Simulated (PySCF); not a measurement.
# Electron correlation in Te (tellurium, neutral)

[Kr] 4d10 5s1 5p5, 5s spin antiparallel (an excited configuration). All numbers are calculated (PySCF 2.14, no relativity, point nucleus, in dyall-av2z (22s16p12d, 130 functions)). Frozen: [Kr] 4d10; 6 electrons correlated; the 62 highest virtual orbitals of each spin left out.

MP2 pair energies summed by pair of shells (mhartree):

| pair | energy | share (%) |
| --- | --- | --- |
| 5p-5p | -91.78 | 75.9 |
| 5s-5p | -29.13 | 24.1 |

Total MP2 correlation energy: -120.91 mhartree.

Same-spin part -19.97 and opposite-spin part -100.93 mhartree; SCS-MP2 scales them by 1/3 and 6/5 to -127.78 mhartree.
